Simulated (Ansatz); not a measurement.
`[OH][Ge]([Cl])([Cl])[Cl]` → Cl• + `[OH][Ge]([Cl])[Cl]`• at 500 K and 1 bar (homolysis of the Cl–Ge bond).

Gas-phase electronic energies from Ansatz, PBE0-D4/def2-TZVP geometries. CCSD(T)/CBS adds triple-zeta CCSD(T) − MP2 to the extrapolated MP2 energy (def2 sets, frozen cores). This one scheme is used for every species, atoms too. Open shells (•) are unrestricted, without spin–orbit coupling. Spin–orbit coupling would lower the free atoms: a little for Cl. For Ge outer-core shells are correlated without core-valence functions, so the limit isn't a true one: a few kJ/mol of doubt a bond, and 10 to 20 or more in all where bonds break to atoms. Scalar relativity is left out up to krypton. One conformer a species, not always the lowest.

```csv
species,CCSD(T)/CBS energy (Eh),H − E (kJ/mol),S (J/(mol·K))
`[OH][Ge]([Cl])([Cl])[Cl]`,-3531.37835,91.5,428.2
Cl•,-459.70966,10.4,179.0
`[OH][Ge]([Cl])[Cl]`•,-3071.51362,77.8,387.4
```

H − E and S are ideal-gas, rigid-rotor, harmonic terms from PBE0-D4/def2-TZVP, for one conformer and one mirror image of each species, with the whole ground term of open shells counted as degenerate. 1 Eh = 2625.50 kJ/mol, R = 8.31446 J/(mol·K).

Q: By hand: ΔE, ΔH, ΔS and ΔG.

A: ΔE = (-459.70966) + (-3071.51362) − (-3531.37835) = 0.15507 Eh = 407.1 kJ/mol. Δ(H − E) = 10.4 + 77.8 − 91.5 = -3.3, so ΔH = 403.8 kJ/mol. ΔS = 179.0 + 387.4 − 428.2 = 138.2 J/(mol·K). ΔG = 403.8 − 500 × (138.2)/1000 = 334.7 kJ/mol.

Q: By hand: the equilibrium constant, and the temperature at which ΔG would vanish if ΔH and ΔS stayed fixed.

A: log₁₀ K = −ΔG/(RT ln 10) = -35.0. ΔG = 0 at ΔH/ΔS = 2922 K, far beyond where these terms or the molecules hold.

The number of gas molecules changes by +1, which sets the sign of ΔS. A doubt of 5 kJ/mol in ΔE shifts log₁₀ K by 0.5 here. Other conformers and mirror images would add mixing entropy, several J/(mol·K) or more a flexible species. These are equilibria of isolated gas molecules and say nothing of rates. Largest T1 diagnostic: 0.014 (customary marks: 0.02 for closed shells, 0.045 for open ones).
